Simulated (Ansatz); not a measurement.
Gas-phase electronic energies from Ansatz, PBE0-D4/def2-TZVP geometries. CCSD(T)/CBS is the MP2 limit (def2-TZVPP, def2-QZVPP) plus CCSD(T) − MP2 in def2-TZVPP, frozen cores. This one scheme is used for every species. Functionals use def2-TZVPP. B3LYP here is the variant with VWN-RPA as its local correlation; programs differ in this. For Ge outer-core shells are correlated without core-valence functions, which leaves a few kJ/mol of doubt a bond. Scalar relativity is left out up to krypton. One conformer a species, not always the lowest.

Consider the formal exchange of groups at a Ge–N bond: `[NH2][GeH2][NH][GeH2][NH2]` + `[SiH3]Cl` → `[NH2][GeH2][SiH2]Cl` + `[NH2][GeH2][NH2]`.

`[NH2][GeH2][NH][GeH2][NH2]`:

Cartesian coordinates in Å:
```
N 1.696 -0.289 0.792
Ge 0.598 -1.646 0.204
N -0.702 -0.772 -0.722
Ge -1.499 0.784 -0.140
N -0.471 2.290 -0.346
H 2.243 -0.517 1.610
H 2.313 0.086 0.083
H 1.246 -2.675 -0.751
H 0.114 -2.341 1.495
H -1.141 -1.259 -1.487
H -1.781 0.669 1.367
H -2.773 0.960 -0.984
H 0.387 2.219 0.188
H -0.231 2.491 -1.307
```

`[SiH3]Cl`:

```xyz
5

Si   -0.058    0.095    0.065
Cl    0.866   -1.421   -0.968
H     0.150   -0.128    1.514
H    -1.503    0.073   -0.259
H     0.545    1.382   -0.351
```

`[NH2][GeH2][SiH2]Cl`:

Cartesian coordinates in Å:
```
N -0.421 -1.308 1.252
Ge -0.846 0.200 0.279
Si 1.021 0.701 -1.115
Cl 1.284 -0.790 -2.512
H 0.347 -1.179 1.897
H -1.203 -1.694 1.764
H -1.179 1.445 1.145
H -2.090 -0.153 -0.553
H 2.270 0.798 -0.316
H 0.818 1.980 -1.842
```

`[NH2][GeH2][NH2]`:

Cartesian coordinates in Å:
```
N -0.135 -0.298 -1.505
Ge 0.070 0.576 0.092
N 0.006 -0.769 1.335
H 0.612 -0.940 -1.729
H -0.314 0.297 -2.302
H -1.074 1.617 0.132
H 1.425 1.282 0.332
H 0.288 -0.507 2.268
H -0.878 -1.257 1.377
```

(1) Is it downhill or uphill in electronic energy at CCSD(T)/CBS, and by how much? (Estimate.)

(2) What do these levels give: PBE-D4, r2SCAN-D4, PBE0-D4, B3LYP-D4, PBE0, SCS-MP2/def2-QZVPP? (An estimate is asked.)

Largest T1 diagnostic among the species: 0.011.

Results:

(1) Computed: Uphill: ΔE = +0.23 eV.

(2) Computed: PBE-D4 0.04, r2SCAN-D4 0.14, PBE0-D4 0.09, B3LYP-D4 0.17, PBE0 0.05, SCS-MP2/def2-QZVPP 0.32 eV.

From PBE to PBE0 (25 % exact exchange), in def2-TZVPP and without D4, ΔE moves by +0.05 eV. The D4 term adds +0.05 eV with B3LYP and +0.03 eV with PBE0; it sums over pairs of atoms, weighted by their polarisabilities, and B3LYP, whose exchange is more repulsive, gets the larger term.
